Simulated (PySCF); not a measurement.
Simulated C 1s region for `C[C@@H](O[SiH3])C(F)(F)F`, binding energy against the vacuum level.

Every computed line was given a Gaussian of 0.5 eV full width at half maximum and an area set by the number of equivalent atoms; the highest printed point is 100. Method used: delta-SCF UKS SCAN, pcX-2 on the ionised atom, pcseg-1 elsewhere, spin-free X2C (PySCF 2.14.0).

binding energy (eV), intensity and a bar:
```
    290.6          2 #
    290.8         18 #####
    291.0         66 ####################
    291.2        100 ##############################
    291.4         62 ###################
    291.6         16 #####
    291.8          2 #
    292.0          0 
    292.2          0 
    292.4          0 
    292.6          1 
    292.8         10 ###
    293.0         48 ##############
    293.2         96 #############################
    293.4         80 ########################
    293.6         28 ########
    293.8          4 #
    294.0          0 
    294.2          0 
    294.4          0 
    294.6          0 
    294.8          0 
    295.0          0 
    295.2          0 
    295.4          0 
    295.6          0 
    295.8          0 
    296.0          0 
    296.2          0 
    296.4          0 
    296.6          0 
    296.8          0 
    297.0          0 
    297.2          0 
    297.4          0 
    297.6          5 #
    297.8         31 #########
    298.0         84 #########################
    298.2         94 ############################
    298.4         43 #############
    298.6          8 ##
    298.8          1
```

Q: How many maxima does the curve show, and how many computed lines lie under it?

A: The curve has 3 maxima (at 291.2, 293.3 and 298.1 eV). Under it lie 3 lines from 3 inequivalent carbon sites.

Q: Decompose the envelope and assign each component. Numbering: `[CH3:1][C@@H:2]([O:3][SiH3:4])[C:5]([F:6])([F:7])[F:8]`.

A: 
```csv
position (eV),relative area,line,atoms,environment
291.19,1,C 1s,C1,methyl carbon
293.26,1,C 1s,C2,sp3 carbon bound to oxygen
298.12,1,C 1s,C5,CF3 carbon
```

The listed C 1s values span 6.93 eV, from C1 (bonded to C and 3 H) to C5 (bonded to 3 F and C).

No satellites, vibrations or lifetime broadening are included. One conformer (not necessarily the lowest) at the PBE0-D3(BJ)/def2-SVP geometry, without solvent, vibrations or thermal averaging.

The run took 4.4 min wall on Intel Xeon at 2.50 GHz, one thread, on a shared host, and the process peaked at 0.76 GiB of memory.

The values belong to the conformer `[CH3:1][C@@H:2]([O:3][SiH3:4])[C:5]([F:6])([F:7])[F:8]`: C1–C2–O3–Si4 -157°, C1–C2–C5–F6 -59°.
